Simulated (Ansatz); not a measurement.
CdI2, charge +1, doublet, geometry from GFN2-xTB (such geometries of metal compounds can be far from the true shape) (a state made from the parent by changing its charge; the spin is typed, not shown lowest) (core potentials on Cd, I); HF/def2-SVP run with Ansatz (an electronic-structure program).

The Ansatz input:
Ansatz 0.2 input:
```yaml
crystal:
  periodic: [false, false, false]
  atoms:
    - {symbol: Cd, position_ang: [-0.02135930, 0.00986032, 0.01528230]}
    - {symbol: I, position_ang: [-0.24305620, 2.07466686, -1.70162621]}
    - {symbol: I, position_ang: [0.26240047, -2.08359696, 1.68778564]}
basis:
  gaussian:
    orbitals: def2-SVP
hamiltonian:
  xc: hf
total_charge: 1
magnetization: {spin_polarized: true, initial_magnetization: 1}
accuracy: high
```

It wrote (shortened):

```
Functional definition: HF
1851 factors; integrals over basis functions are off by at most 1.0e-8 eV
mean field evaluation 1: about -20676.8701 eV, gradient 1.1e1 eV
mean field evaluation 2: about -20677.1038 eV, gradient 1.2e1 eV
mean field evaluation 4: about -20678.2821 eV, gradient 1.1e0 eV
mean field evaluation 8: about -20678.3123 eV, gradient 1.6e-1 eV
mean field evaluation 16: about -20678.3135 eV, gradient 9.9e-3 eV
mean field evaluation 32: about -20678.8669 eV, gradient 1.8e-3 eV
mean field evaluation 64: about -20678.8594 eV, gradient 8.8e-1 eV
mean field evaluation 96: about -20678.8669 eV, gradient 2.3e-4 eV
mean field evaluation 128: about -20677.6860 eV, gradient 5.4e-1 eV
mean field evaluation 160: about -20677.7197 eV, gradient 7.5e-1 eV
mean field evaluation 192: about -20678.8668 eV, gradient 2.8e-2 eV
mean field evaluation 224: about -20677.7497 eV, gradient 1.8e-1 eV
mean field evaluation 256: about -20678.8669 eV, gradient 2.3e-2 eV
mean field evaluation 288: about -20677.9468 eV, gradient 9.7e-1 eV
mean field evaluation 320: about -20678.8649 eV, gradient 5.0e-1 eV
mean field evaluation 352: about -20678.8669 eV, gradient 9.6e-8 eV
mean field -20678.86691467 eV, -759.9343424746 hartree, gradient 9.6e-8 eV, S^2 0.757245; 5 other end points of the search recorded, 0 dependent functions left out
reference -20678.86691467 eV, -759.9343424746 hartree; 35, 34 occupied and 48, 49 virtual orbitals, 1851 factors
Total energy: -20678.86691467 eV, -759.9343424746 hartree
```
